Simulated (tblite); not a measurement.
Isomers of C7H6FS (doublet state). Level: GFN2-xTB in tblite, geometry and Hessian alike; calculated harmonic values, unscaled, isolated species. Errors from tens to a few hundred cm⁻¹ against measured bands are possible. One conformer each. Open shells enter through the occupations alone, without spin polarisation, and single modes of such species can be off by tens of per cent.

Electronic energies: GFN2-xTB at the same geometries; isomer energies are rough at this level and their order can be wrong.

```json
{"SMILES": "CC#CC[CH]C(F)=C=S", "electronic energy, lowest = 0 (kJ/mol)": "333.4"}
{"SMILES": "FCc1ccccc1[S]", "electronic energy, lowest = 0 (kJ/mol)": "0.0"}
{"SMILES": "[H]/[C]=C\\C#CC1(F)CSC1", "electronic energy, lowest = 0 (kJ/mol)": "442.7"}
```

Q: How do GFN2-xTB zero-point energies change the relative energies?

A: 
| SMILES | ZPE (kJ/mol) | of it from modes above 1550 cm⁻¹ | electronic (kJ/mol) | with ZPE, lowest = 0 (kJ/mol) | lowest mode (cm⁻¹) | rings |
| --- | --- | --- | --- | --- | --- | --- |
| FCc1ccccc1[S] | 281.3 | 118.4 | 0.0 | 0.0 | 58 | 1 |
| CC#CC[CH]C(F)=C=S | 266.6 | 132.1 | 333.4 | 318.7 | 11i | 0 |
| [H]/[C]=C\C#CC1(F)CSC1 | 265.4 | 133.0 | 442.7 | 426.9 | 20 | 1 |

The zero-point energies span 15.9 kJ/mol, from `[H]/[C]=C\C#CC1(F)CSC1` to `FCc1ccccc1[S]`. Slightly imaginary modes are left out of the zero-point energy: `CC#CC[CH]C(F)=C=S` 11.1i, 7.6i cm⁻¹. The order is unchanged.
